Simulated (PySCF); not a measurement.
NMR data sheet: C6H5ClF4O

```yaml
Formula: C6H5ClF4O
SMILES: C[C@@]1(C(F)(F)F)C[C@]1(F)C(=O)Cl
InChI: InChI=1S/C6H5ClF4O/c1-4(6(9,10)11)2-5(4,8)3(7)12/h2H2,1H3/t4-,5+/m1/s1
Point_group_of_the_computed_structure: C1
Degrees_of_unsaturation: 2
Carbon_signals: 6
Proton_signals: 3
```

Atom-mapped SMILES (the numbers label the heavy atoms): `[CH3:1][C@@:2]1([C:3]([F:4])([F:5])[F:6])[CH2:7][C@:8]1([F:9])[C:10](=[O:11])[Cl:12]`. Hydrogens are named by the atom that carries them. Ha(C7) is pro-R; Hb(C7) is pro-S.

[PySCF: coordinates at the GFN2-xTB level; shielding tensors at PBE0/pcSseg-1 (GIAO); in vacuum; rapidly exchanging positions averaged; single conformer; non-relativistic]

δ = σ(ref) − σ, references computed at the same level: ¹H, ¹³C vs TMS; ¹⁹F against CFCl3; ¹⁷O vs H2O.

```tsv
carbon	δC, type	δH (multiplicity)	HMBC from (2–3 bonds)	span of the C tensor (ppm)
C1	15.2, CH3	1.73 (s)	Hb(C7), Ha(C7)	27
C2	43.5, C	–	Hb(C7), H(C1), Ha(C7)	68
C3	133.0, C	–	Hb(C7), H(C1), Ha(C7)	5
C7	29.1, CH2	Ha(C7) 1.50 (m); Hb(C7) 2.35 (m)	H(C1)	41
C8	84.1, C	–	Hb(C7), H(C1), Ha(C7)	94
C10	181.6, C	–	Hb(C7), Ha(C7)	148
```

Other nuclei:
```csv
atoms,nucleus,environment,δ (ppm),σ (ppm)
F4/F5/F6,¹⁹F,fluorine of a CF3 group,-77.8,248.7
F9,¹⁹F,fluorine on an sp3 carbon,-206.0,376.9
O11,¹⁷O,carbonyl oxygen,588.5,-252.5
```

Carbon types of the structure: 4 × C, 1 × CH2, 1 × CH3, which accounts for all hydrogens. δC 181.6: carbonyl carbon. δC 133.0: CF3 carbon; 3 electronegative neighbours deshield it. δC 84.1, 43.5, 29.1: three-membered-ring carbon. δC 15.2: methyl carbon; saturated and bonded to C and H only. δH 1.73: hydrogen on a methyl carbon; far from electronegative atoms and π systems.

Carbons that carry Cl, above all several Cl atoms, come out too deshielded, partly because spin–orbit coupling is missing. Splittings by ¹⁹F in the carbon and heteronuclear signals aren't shown, as no couplings were computed. Shifts are as computed. Against solution values, carbons near 30 ppm lie about +3 ppm off and those near 130 ppm about +5 ppm; carbons on Cl a further +6 ppm. Of 1211 compounds with measured shifts, 218 miss one by over three times the rms of a fit or turn the order of signals round; such compounds aren't used in these exercises. Unscaled 19F shifts against computed CFCl3 carry errors that often reach 10 to 50 ppm. Unscaled 17O shifts of doubly bonded oxygen tend to come out too high, by tens of ppm or more. Experimental scales use liquid or dissolved standards, which lie at an offset from isolated H2O (liquid H2O: subtract about 36 ppm). Multiplicities follow the n + 1 count of equivalent neighbours, as no J values were calculated; m marks all less simple cases, F and P coupling included.
